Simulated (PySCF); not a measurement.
1-ethenyl-1-fluorocyclopropane (C5H7F), SMILES C1CC1(F)C=C. Atoms are numbered in the order given.

```xyz
13

C      0.1622    -2.2328     0.0000
C      0.7001    -1.0129     0.0000
C     -0.0814     0.2360     0.0000
F     -1.4282     0.0312     0.0000
C      0.3862     1.4451     0.7515
C      0.3862     1.4451    -0.7515
H     -0.9221    -2.3663     0.0000
H      0.7894    -3.1266     0.0000
H      1.7874    -0.8802     0.0000
H     -0.3972     2.0172     1.2544
H      1.3365     1.3875     1.2885
H      1.3365     1.3875    -1.2885
H     -0.3972     2.0172    -1.2544
```
Charge 0, spin multiplicity 1.

Coordinates come from a PBE0-D3(BJ)/def2-SVP optimisation. Other conformers were not sampled.

Two levels are set side by side: PBE/pcSseg-1 (PySCF) and PBE0/pcSseg-1 (PySCF). GIAO shifts against CFCl3 (¹⁹F), TMS (¹H), TMS (¹³C) at the same level; non-relativistic, no solvent, atoms listed together averaged. Differences are taken from unrounded values.

```json
[
 {"quantity": "δ(¹³C) of C1 (ppm)", "PBE0": "121.6"},
 {"quantity": "δ(¹³C) of C2 (ppm)", "PBE0": "147.9"},
 {"quantity": "δ(¹³C) of C3 (ppm)", "PBE0": "78.9"},
 {"quantity": "δ(¹⁹F) of F4 (ppm)", "PBE0": "-224.8"},
 {"quantity": "δ(¹³C) of C5, C6 (ppm)", "PBE0": "17.6"},
 {"quantity": "δ(¹H) of H9 (ppm)", "PBE0": "5.70"}
]
```

Question: What does PBE give, and how far is it from PBE0? (The exact figures need the calculation; the answer reports its results.)

Answer: 
| quantity | PBE | PBE minus PBE0 |
|---|---|---|
| δ(¹³C) of C1 (ppm) | 118.4 | -3.1 |
| δ(¹³C) of C2 (ppm) | 147.2 | -0.7 |
| δ(¹³C) of C3 (ppm) | 83.1 | 4.2 |
| δ(¹⁹F) of F4 (ppm) | -241.4 | -16.6 |
| δ(¹³C) of C5, C6 (ppm) | 19.3 | 1.8 |
| δ(¹H) of H9 (ppm) | 5.74 | 0.04 |

Rough cost on one machine, each run with all the roots and properties that it gave: PBE0 against PBE within a factor of 2.
